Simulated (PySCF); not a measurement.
SMILES CC(C)(C)[SiH2][SiH2][SiH3] (C4H16Si3), GFN2-xTB optimised geometry.

```
23

C     -0.94    -1.54    -1.24
C     -0.44    -0.80     0.00
C      1.08    -0.80     0.00
C     -0.94    -1.54     1.24
Si    -1.11     1.00     0.00
Si    -0.36     2.19     1.85
Si     1.92     2.53     2.03
H     -2.02    -1.57    -1.27
H     -0.59    -1.04    -2.15
H     -0.57    -2.57    -1.26
H      1.47    -0.27    -0.87
H      1.48    -0.32     0.89
H      1.47    -1.82    -0.03
H     -0.59    -2.57     1.24
H     -0.58    -1.06     2.15
H     -2.03    -1.56     1.27
H     -0.65     1.62    -1.26
H     -2.57     0.91    -0.13
H     -0.86     1.57     3.09
H     -1.05     3.49     1.85
H      2.57     2.57     0.72
H      2.58     1.46     2.79
H      2.28     3.78     2.71
```

Density from PBE0/def2-SVP (PySCF 2.14.0) at that geometry.

Minimum of the electron density along straight lines between bonded atoms, close to the bond critical point (lines longer than 1.1 times the sum of covalent radii, or with two minima, are not listed):

| bond | length / Å | ρ at the minimum / e bohr⁻³ | ∇²ρ there / e bohr⁻⁵ | position (fraction from the first atom) |
|---|---|---|---|---|
| C1–C2 | 1.528 | 0.241 | -0.54 | 0.50 |
| C2–C3 | 1.528 | 0.242 | -0.54 | 0.50 |
| C2–C4 | 1.528 | 0.242 | -0.54 | 0.50 |
| C2–Si5 | 1.923 | 0.111 | 0.27 | 0.62 |
| C1–H8 | 1.088 | 0.276 | -1.01 | 0.62 |
| C1–H9 | 1.088 | 0.276 | -1.01 | 0.62 |
| C1–H10 | 1.090 | 0.274 | -0.99 | 0.62 |
| C3–H11 | 1.089 | 0.276 | -1.01 | 0.62 |
| C3–H12 | 1.090 | 0.274 | -0.99 | 0.62 |
| C3–H13 | 1.091 | 0.274 | -0.99 | 0.62 |
| C4–H14 | 1.091 | 0.274 | -0.99 | 0.62 |
| C4–H15 | 1.089 | 0.275 | -1.00 | 0.62 |
| C4–H16 | 1.088 | 0.276 | -1.01 | 0.62 |
| Si5–H17 | 1.474 | 0.114 | 0.31 | 0.49 |
| Si5–H18 | 1.473 | 0.114 | 0.31 | 0.49 |
| Si6–H19 | 1.475 | 0.113 | 0.31 | 0.49 |
| Si6–H20 | 1.472 | 0.113 | 0.32 | 0.49 |
| Si7–H21 | 1.467 | 0.115 | 0.33 | 0.49 |
| Si7–H22 | 1.467 | 0.115 | 0.33 | 0.49 |
| Si7–H23 | 1.465 | 0.116 | 0.32 | 0.49 |
